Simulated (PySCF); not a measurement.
ethylene carbonate (C3H4O3), SMILES O=C1OCCO1.

Coordinates come from a B3LYP-D3(BJ)/def2-SVP optimisation. The geometry has at least one imaginary mode, so it is a saddle point at that level. The values are those of a single conformer.

All values below come from B3LYP/def2-TZVP in PySCF.

- total energy: -342.54478 hartree
- point group: C2v
- highest occupied level: -8.45 eV
- lowest empty level: 0.31 eV
- orbital gap: 8.76 eV
- dipole moment: 5.38 D
- quadrupole, principal values (traceless, Buckingham form, about the centre of nuclear charge): -2.37, -1.81, 4.18 D·Å
- mean static polarisability: 42.8 bohr³ (6.35 Å³)
- polarisability, principal values: 33.0, 40.4, 55.1 bohr³
